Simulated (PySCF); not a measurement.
HKO, singlet, geometry from GFN2-xTB (such geometries of metal compounds can be far from the true shape); PBE0/def2-SV(P) in PySCF.

PySCF was given this input:
```python
from pyscf import gto, scf, dft

mol = gto.M(
    atom='''
K    -0.515992   -0.253325   -0.435053
O     1.047786    0.444316    0.880931
H     1.421565    1.258641    1.218564
''',
    basis='def2-sv(p)',
    charge=0,
    spin=0,
    verbose=4,
)

mf = dft.RKS(mol)
mf.xc = 'pbe0'
mf.DIIS = scf.EDIIS
mf.kernel()
```

Question: Write the output that PySCF gives for this input, abridged.

Answer: 
```
PySCF version 2.14.0

[INPUT] verbose = 4
[INPUT] num. atoms = 3
[INPUT] num. electrons = 28
[INPUT] charge = 0
[INPUT] spin (= nelec alpha-beta = 2S) = 0
[INPUT] symmetry False subgroup None
[INPUT] Mole.unit = angstrom
[INPUT] Symbol           X                Y                Z      unit          X                Y                Z       unit  Magmom
[INPUT]  1 K     -0.515992000000  -0.253325000000  -0.435053000000 AA   -0.975083562467  -0.478714870505  -0.822131019670 Bohr   0.0
[INPUT]  2 O      1.047786000000   0.444316000000   0.880931000000 AA    1.980028577154   0.839635552762   1.664718324639 Bohr   0.0
[INPUT]  3 H      1.421565000000   1.258641000000   1.218564000000 AA    2.686368518267   2.378486779149   2.302752225254 Bohr   0.0

nuclear repulsion = 45.0605955868362
number of shells = 18
number of NR pGTOs = 79
number of NR cGTOs = 40
basis = def2-sv(p)
ecp = {}

******** <class 'pyscf.dft.rks.RKS'> ********
method = RKS
initial guess = minao
damping factor = 0
level_shift factor = 0
DIIS = <class 'pyscf.scf.diis.EDIIS'>
diis_start_cycle = 1
diis_space = 8
diis_damp = 0
SCF conv_tol = 1e-09
SCF conv_tol_grad = None
SCF max_cycles = 50
direct_scf = True
direct_scf_tol = 1e-13
XC library pyscf.dft.libxc version 7.1.2
    S. Lehtola, C. Steigemann, M. J. T. Oliveira, and M. A. L. Marques,  SoftwareX 7, 1–5 (2018)
XC functionals = pbe0
    C. Adamo and V. Barone,  J. Chem. Phys. 110, 6158 (1999)
    M. Ernzerhof and G. E. Scuseria,  J. Chem. Phys. 110, 5029 (1999)
radial grids:
    Treutler-Ahlrichs [JCP 102, 346 (1995); DOI:10.1063/1.469408] (M4) radial grids

becke partition: Becke, JCP 88, 2547 (1988); DOI:10.1063/1.454033
pruning grids: <function nwchem_prune>
grids dens level: 3
symmetrized grids: False
atomic radii adjust function: <function treutler_atomic_radii_adjust>
small_rho_cutoff = 0
Set gradient conv threshold to 3.16228e-05
Initial guess from minao.
tot grids = 43936
init E= -675.180472949564
  HOMO = -0.439558633803742  LUMO = -0.0788184254881039  gap/eV = 9.81624
cycle= 1 E= -675.137134744947  delta_E= 0.0433  |g|=    1  |ddm|= 1.63
  HOMO = 0.0352951124081001  LUMO = 0.0374220597126198  gap/eV = 0.05788
cycle= 2 E= -670.437962497669  delta_E=  4.7  |g|= 2.85  |ddm|=   12
  HOMO = -0.773678472710381  LUMO = -0.174269045135524  gap/eV = 16.31076
cycle= 3 E= -674.698997589876  delta_E= -4.26  |g|= 1.77  |ddm|= 12.1
  HOMO = -0.72719271453469  LUMO = -0.162018630300007  gap/eV = 15.37917
cycle= 4 E= -674.894499697873  delta_E= -0.196  |g|= 1.46  |ddm|= 0.223
  HOMO = -0.72719271279627  LUMO = -0.16201862948936  gap/eV = 15.37917
cycle= 5 E= -674.894499701095  delta_E= -3.22e-09  |g|= 1.46  |ddm|= 3.9e-09
  HOMO = -0.727192711294363  LUMO = -0.162018628789001  gap/eV = 15.37917
cycle= 6 E= -674.894499703877  delta_E= -2.78e-09  |g|= 1.46  |ddm|= 3.37e-09
  HOMO = -0.727192715474927  LUMO = -0.162018630738448  gap/eV = 15.37917
cycle= 7 E= -674.894499696132  delta_E= 7.75e-09  |g|= 1.46  |ddm|= 9.39e-09
  HOMO = -0.7271927118207  LUMO = -0.162018629034437  gap/eV = 15.37917
cycle= 8 E= -674.894499702904  delta_E= -6.77e-09  |g|= 1.46  |ddm|= 8.21e-09
  HOMO = -0.727192712769491  LUMO = -0.162018629476877  gap/eV = 15.37917
cycle= 9 E= -674.894499701144  delta_E= 1.76e-09  |g|= 1.46  |ddm|= 2.13e-09
  HOMO = -0.727192712758125  LUMO = -0.162018629471566  gap/eV = 15.37917
cycle= 10 E= -674.894499701166  delta_E= -2.19e-11  |g|= 1.46  |ddm|= 2.55e-11
  HOMO = 0.0404252116362822  LUMO = 0.0425430459395229  gap/eV = 0.05763
cycle= 11 E= -668.275795965818  delta_E= 6.62  |g|= 3.52  |ddm|= 12.6
  HOMO = -0.81394117343621  LUMO = -0.235873957662244  gap/eV = 15.73001
cycle= 12 E= -674.600860969  delta_E= -6.33  |g|= 1.89  |ddm|= 12.7
  HOMO = -0.807331585965233  LUMO = -0.233862475892282  gap/eV = 15.60489
cycle= 13 E= -674.720476097826  delta_E= -0.12  |g|= 1.72  |ddm|= 0.127
  HOMO = -0.80733158592871  LUMO = -0.233862475844167  gap/eV = 15.60489
cycle= 14 E= -674.72047609801  delta_E= -1.84e-10  |g|= 1.72  |ddm|= 1.9e-10
  HOMO = -0.807331585982997  LUMO = -0.233862475915683  gap/eV = 15.60489
cycle= 15 E= -674.720476097741  delta_E= 2.69e-10  |g|= 1.72  |ddm|= 2.83e-10
  HOMO = -0.807331586068395  LUMO = -0.233862476028186  gap/eV = 15.60489
cycle= 16 E= -674.720476097317  delta_E= 4.24e-10  |g|= 1.72  |ddm|= 4.45e-10
  HOMO = -0.807331586105553  LUMO = -0.233862476077142  gap/eV = 15.60489
cycle= 17 E= -674.720476097132  delta_E= 1.85e-10  |g|= 1.72  |ddm|= 1.94e-10
  HOMO = -0.807331586298576  LUMO = -0.233862476331422  gap/eV = 15.60489
cycle= 18 E= -674.720476096179  delta_E= 9.54e-10  |g|= 1.72  |ddm|= 1.01e-09
  HOMO = -0.807331585980168  LUMO = -0.233862475911958  gap/eV = 15.60489
cycle= 19 E= -674.720476097752  delta_E= -1.57e-09  |g|= 1.72  |ddm|= 1.66e-09
  HOMO = 0.0416122950711754  LUMO = 0.0428750678297312  gap/eV = 0.03436
cycle= 20 E= -665.847978882661  delta_E= 8.87  |g|= 3.28  |ddm|= 15.5
  HOMO = -0.852118550555677  LUMO = -0.318288294643474  gap/eV = 14.52626
cycle= 21 E= -674.474849922054  delta_E= -8.63  |g|= 2.03  |ddm|= 15.5
  HOMO = -0.852185241670488  LUMO = -0.316358446084556  gap/eV = 14.58059
cycle= 22 E= -674.566637010362  delta_E= -0.0918  |g|= 1.91  |ddm|= 0.0907
  HOMO = -0.852185241686979  LUMO = -0.31635844612681  gap/eV = 14.58059
cycle= 23 E= -674.566637010211  delta_E= 1.5e-10  |g|= 1.91  |ddm|= 1.47e-10
  HOMO = -0.852185241665519  LUMO = -0.316358446071828  gap/eV = 14.58059
cycle= 24 E= -674.566637010408  delta_E= -1.96e-10  |g|= 1.91  |ddm|= 1.92e-10
  HOMO = -0.852185241662431  LUMO = -0.316358446063919  gap/eV = 14.58059
cycle= 25 E= -674.566637010436  delta_E= -2.79e-11  |g|= 1.91  |ddm|= 2.76e-11
  HOMO = -0.852185241666036  LUMO = -0.31635844607314  gap/eV = 14.58059
cycle= 26 E= -674.566637010403  delta_E= 3.31e-11  |g|= 1.91  |ddm|= 3.22e-11
  HOMO = -0.852185241671041  LUMO = -0.316358446085979  gap/eV = 14.58059
cycle= 27 E= -674.566637010357  delta_E= 4.56e-11  |g|= 1.91  |ddm|= 4.48e-11
  HOMO = -0.852185240567481  LUMO = -0.31635844325885  gap/eV = 14.58059
cycle= 28 E= -674.566637020526  delta_E= -1.02e-08  |g|= 1.91  |ddm|= 9.87e-09

WARN: HOMO 0.0414600966462508 == LUMO 0.0423519188428417

cycle= 29 E= -665.252621590196  delta_E= 9.31  |g|= 3.12  |ddm|= 15.9
  HOMO = -0.860820588466818  LUMO = -0.330617394882781  gap/eV = 14.42756
cycle= 30 E= -674.48026618964  delta_E= -9.23  |g|= 2.02  |ddm|= 15.9
  HOMO = -0.860572794019243  LUMO = -0.330552036889217  gap/eV = 14.42260
cycle= 31 E= -674.512200468222  delta_E= -0.0319  |g|= 1.98  |ddm|= 0.0314
  HOMO = -0.860572814092619  LUMO = -0.330552093119606  gap/eV = 14.42260
cycle= 32 E= -674.512200263888  delta_E= 2.04e-07  |g|= 1.98  |ddm|= 1.93e-07
  HOMO = -0.86057281371506  LUMO = -0.33055209206197  gap/eV = 14.42260
cycle= 33 E= -674.512200267729  delta_E= -3.84e-09  |g|= 1.98  |ddm|= 3.63e-09
  HOMO = -0.860572812207518  LUMO = -0.330552087838969  gap/eV = 14.42260
cycle= 34 E= -674.512200283077  delta_E= -1.53e-08  |g|= 1.98  |ddm|= 1.45e-08
  HOMO = -0.860572814054834  LUMO = -0.33055209301376  gap/eV = 14.42260
cycle= 35 E= -674.51220026427  delta_E= 1.88e-08  |g|= 1.98  |ddm|= 1.77e-08
  HOMO = -0.860572814127676  LUMO = -0.330552093217803  gap/eV = 14.42260
cycle= 36 E= -674.512200263529  delta_E= 7.41e-10  |g|= 1.98  |ddm|= 7e-10
  HOMO = -0.86057281268896  LUMO = -0.330552089187614  gap/eV = 14.42260
cycle= 37 E= -674.512200278175  delta_E= -1.46e-08  |g|= 1.98  |ddm|= 1.38e-08

WARN: HOMO 0.0414562284872141 == LUMO 0.0422983608633893

cycle= 38 E= -665.132389780473  delta_E= 9.38  |g|= 3.11  |ddm|= 15.9
  HOMO = -0.862338975301104  LUMO = -0.332265591645277  gap/eV = 14.42403
cycle= 39 E= -674.488347182749  delta_E= -9.36  |g|= 2.01  |ddm|= 15.9
  HOMO = -0.862184872521554  LUMO = -0.332357432465745  gap/eV = 14.41734
cycle= 40 E= -674.497309639017  delta_E= -0.00896  |g|= 1.99  |ddm|= 0.00889
  HOMO = -0.862184877055948  LUMO = -0.332357445372039  gap/eV = 14.41734
cycle= 41 E= -674.497309591865  delta_E= 4.72e-08  |g|= 1.99  |ddm|= 4.42e-08
  HOMO = -0.862184872635346  LUMO = -0.332357432789629  gap/eV = 14.41734
cycle= 42 E= -674.497309637833  delta_E= -4.6e-08  |g|= 1.99  |ddm|= 4.31e-08
  HOMO = -0.862184872840477  LUMO = -0.332357433373493  gap/eV = 14.41734
cycle= 43 E= -674.497309635702  delta_E= 2.13e-09  |g|= 1.99  |ddm|= 2e-09
  HOMO = -0.862184872794352  LUMO = -0.332357433242204  gap/eV = 14.41734
cycle= 44 E= -674.49730963618  delta_E= -4.78e-10  |g|= 1.99  |ddm|= 4.49e-10
  HOMO = -0.862184873230974  LUMO = -0.332357434484964  gap/eV = 14.41734
cycle= 45 E= -674.497309631641  delta_E= 4.54e-09  |g|= 1.99  |ddm|= 4.25e-09
  HOMO = -0.86218487270557  LUMO = -0.332357432989507  gap/eV = 14.41734
cycle= 46 E= -674.497309637103  delta_E= -5.46e-09  |g|= 1.99  |ddm|= 5.12e-09

WARN: HOMO 0.041487088921057 == LUMO 0.0423238814020287

cycle= 47 E= -665.103191264177  delta_E= 9.39  |g|= 3.11  |ddm|= 15.9
  HOMO = -0.862647682591282  LUMO = -0.332665877033128  gap/eV = 14.42154
cycle= 48 E= -674.490881129041  delta_E= -9.39  |g|=    2  |ddm|= 15.9
  HOMO = -0.862597593784661  LUMO = -0.332697093332294  gap/eV = 14.41933
cycle= 49 E= -674.493317710896  delta_E= -0.00244  |g|=    2  |ddm|= 0.00243
  HOMO = -0.86259759458446  LUMO = -0.332697095617012  gap/eV = 14.41933
cycle= 50 E= -674.493317702535  delta_E= 8.36e-09  |g|=    2  |ddm|= 7.82e-09
SCF not converged.
SCF energy = -674.493317702535
```

The run did not converge; its last values are not results.
